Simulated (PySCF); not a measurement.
## The second ionisation energy along the 3d series

Calculated with PySCF 2.14 from differences of total energies of unrestricted determinants, without spin-orbit coupling. Values in eV. The last column holds reference values (NIST; (s) semi-empirical, (t) theoretical, else measured). Unmarked ones compare directly (S terms, centres of terms, or small fine structure); those marked * lie between the lowest fine-structure levels and include a spin-orbit shift.

| element | configurations | MP2 (valence) | CCSD (valence) | CCSD(T) (valence) | MP2 (valence and next inner shell) | SCS-MP2 (valence and next inner shell) | PBE | reference |
| --- | --- | --- | --- | --- | --- | --- | --- | --- |
| Sc (def2-QZVPPD, non-relativistic) | [Ar] 3d1 4s1 → [Ar] 3d1 | 12.248 | 12.284 | 12.284 | 12.706 | 12.573 | 13.046 | 12.800 * |
| Ti (def2-QZVPPD, non-relativistic) | [Ar] 3d2 4s1 → [Ar] 3d2 | 13.032 | 13.085 | 13.087 | 13.464 | 13.292 | 13.915 | 13.575 * |
| V (def2-QZVPPD, non-relativistic) | [Ar] 3d4 → [Ar] 3d3 | 14.040 | 14.116 | 14.139 | 14.828 | 14.262 | 15.433 | 14.634 ± 0.007 * |
| Cr (def2-QZVPPD, non-relativistic) | [Ar] 3d5 → [Ar] 3d4 | 16.117 | 16.128 | 16.165 | 16.826 | 16.144 | 17.269 | 16.486 * |
| Mn (def2-QZVPPD, non-relativistic) | [Ar] 3d5 4s1 → [Ar] 3d5 | 15.132 | 15.162 | 15.180 | 15.463 | 15.178 | 16.098 | 15.640 |
| Fe (def2-QZVPPD, non-relativistic) | [Ar] 3d6 4s1 → [Ar] 3d6 | 15.700 | 15.720 | 15.758 | 15.975 | 15.726 | 16.627 | 16.199 * |
| Co (def2-QZVPPD, non-relativistic) | [Ar] 3d8 → [Ar] 3d7 | 17.092 | 16.582 | 16.754 | 17.740 | 17.444 | 18.004 | 17.084 * |
| Ni (def2-QZVPPD, non-relativistic) | [Ar] 3d9 → [Ar] 3d8 | 18.464 | 17.688 | 17.901 | 19.171 | 18.690 | 19.032 | 18.169 * |
| Cu (def2-QZVPPD, non-relativistic) | [Ar] 3d10 → [Ar] 3d9 | 20.985 | 19.977 | 20.204 | 21.617 | 21.049 | 21.093 | 20.292 * |
| Zn (def2-QZVPPD, non-relativistic) | [Ar] 3d10 4s1 → [Ar] 3d10 | 17.560 | 17.464 | 17.547 | 17.645 | 17.454 | 18.375 | 17.964 |

"Valence" correlates the outer s and p shells and, in groups 3 to 12 and the f block, the outer d or f shell, open or full, or the next shell where the ion has no valence electron left; the wider scheme adds the next inner shell.
